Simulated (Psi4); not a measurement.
Psi4 was given this input:
```
memory 2 GB

molecule mol {
-1 2
  Si   -1.089619    0.345418   -0.082213
  Si    1.089619   -0.345418    0.082213
  H    -1.720973   -0.650210   -1.019507
  H    -2.111751    1.473189   -0.389485
  H    -1.686084    0.001773    1.257392
  H     2.111751   -1.473189    0.389485
  H     1.720973    0.650210    1.019507
  H     1.686084   -0.001773   -1.257392
}

set basis def2-tzvp
set reference uks

energy('r2scan')
print_variables()
```

What does this run give for the total energy, number of basis functions, <S^2>, nuclear repulsion energy?


The total energy comes out as -582.5029 Eh and the number of basis functions is 110. The <S^2> is 0.761 and the nuclear repulsion energy is 90.7823 Eh.

A gas-phase anion may not be bound at this level; its values then depend on the basis.

These values belong to the state on which the SCF converged, which isn't shown to be the lowest.
